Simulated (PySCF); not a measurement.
# Field gradients at the hydrogen positions

Compound: C4H9NOSi.
Z-matrix (Å and degrees, PBE0-D3(BJ)/def2-SVP geometry), rows numbered from 1:
```
O 
C   1  1.2019
C   2  1.5042  1  124.99
C   3  1.5289  2  113.56  1    -1.44
N   4  1.4510  3  106.54  2  -165.81
Si  5  1.7337  4  114.11  3    25.55
C   3  1.5440  2  111.62  1  -125.30
H   2  1.1227  1  120.75  3  -179.25
H   3  1.1076  2  106.17  1   118.00
H   4  1.1079  3  108.93  2   -43.01
H   4  1.1032  3  109.89  2    73.07
H   5  1.0109  4  116.55  3  -171.84
H   6  1.4985  5  114.05  4  -122.27
H   6  1.4993  5  115.65  4   113.40
H   7  1.1041  3  110.36  2    47.72
H   7  1.0997  3  112.76  2   -72.68
```

Level: PBE0/pcSseg-1 (PySCF, non-relativistic); Q(2H) = 0.00286 b; rigid geometry, the same for H and D, with no vibrational averaging.

**Question.** Rank these positions by the coupling χzz of a deuteron there, largest first.
A. H15 (methylene hydrogen)
B. H11 (methylene hydrogen)
C. H12 (N–H hydrogen)
D. H16 (methylene hydrogen)
E. H9 (methine hydrogen)
F. H14 (Si–H hydrogen)

**Answer.** C (280 kHz), D (201 kHz), A (193 kHz), B (189 kHz), E (184 kHz), F (91 kHz).

**Question.** Give the electric field gradient Vzz (the principal value of largest size), its asymmetry and the 2H coupling at each hydrogen.

**Answer.** 
| atom | bonded to | bond length (Å) | Vzz (au) | η | χzz (kHz) |
| --- | --- | --- | --- | --- | --- |
| H8 | C2 | 1.123 | 0.2466 | 0.01 | 166 |
| H9 | C3 | 1.108 | 0.2744 | 0.02 | 184 |
| H10 | C4 | 1.108 | 0.2701 | 0.02 | 182 |
| H11 | C4 | 1.103 | 0.2809 | 0.04 | 189 |
| H12 | N5 | 1.011 | 0.4169 | 0.18 | 280 |
| H13 | Si6 | 1.499 | 0.1354 | 0.02 | 91 |
| H14 | Si6 | 1.499 | 0.1349 | 0.02 | 91 |
| H15 | C7 | 1.104 | 0.2876 | 0.04 | 193 |
| H16 | C7 | 1.100 | 0.2984 | 0.04 | 201 |

**Question.** Average by the element that carries the hydrogen.

**Answer.** on C: 186 kHz over 6 positions, mean bond length 1.108 Å; on N: 280 kHz over 1 position, mean bond length 1.011 Å; on Si: 91 kHz over 2 positions, mean bond length 1.499 Å.

**Question.** How does χzz go with the bond length over the 6 C–H bonds?

**Answer.** A straight-line fit has a slope of -14.3 kHz for each 0.01 Å, with a correlation coefficient of -0.97, over lengths from 1.100 to 1.123 Å. The longer bonds have the smaller couplings here.

**Question.** A static deuteron (I = 1) shows a doublet split by (3/2)χ, (3/4)χ(1 + η) and (3/4)χ(1 − η) with the field along z, y and x of the gradient. What are these for H9?

**Answer.** With |χ| = 184.4 kHz and η = 0.017: 277, 141 and 136 kHz, to first order and without motion.

Isolated species at its PBE0-D3(BJ)/def2-SVP geometry (one conformer only). The basis is small and wasn't made for field gradients, so the couplings can be 20 % off.

The run behind these numbers computed NMR shieldings as well. On an AMD EPYC with one thread, on a shared host, this took 53 s wall and 0.82 GiB of memory at its peak.
